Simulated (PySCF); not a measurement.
# Nitrogen: a sound run and one with changed settings

Sound run: N⁺ [He] 2s2 2p2, N²⁺ [He] 2s2 2p1. All numbers are calculated (PySCF 2.14, the spin-free X2C one-electron Hamiltonian (Gaussian nucleus), in jorge-DZP-DKH). The sound run starts from symmetry-adapted Hartree-Fock orbitals and uses a fine grid where one is needed.

Changed run: radial step 1.2 in ln r (0.13 in the sound run). This setting is unsound on purpose.

| species | method | sound run (hartree) | changed run (hartree) | converged |
| --- | --- | --- | --- | --- |
| N⁺ | UHF | -53.91446 | -53.91446 | yes |
| N⁺ | MN15 | -54.03908 | -54.34465 | yes |
| N⁺ | LDA | -53.60238 | -53.88062 | yes |
| N²⁺ | UHF | -52.83744 | -52.83744 | yes |
| N²⁺ | MN15 | -52.94483 | -53.28895 | yes |
| N²⁺ | LDA | -52.49448 | -52.71333 | yes |

Ionisation energy of N⁺:

```json
{"method": "UHF", "sound run (eV)": "29.307", "changed run (eV)": "29.307"}
{"method": "MN15", "sound run (eV)": "29.776", "changed run (eV)": "28.727"}
{"method": "LDA", "sound run (eV)": "30.147", "changed run (eV)": "31.763"}
```

A coarse radial grid mis-integrates the density and the exchange-correlation energy, with errors of either sign; Hartree-Fock needs no grid.

For comparison, NIST gives 29.601 eV between the lowest levels.
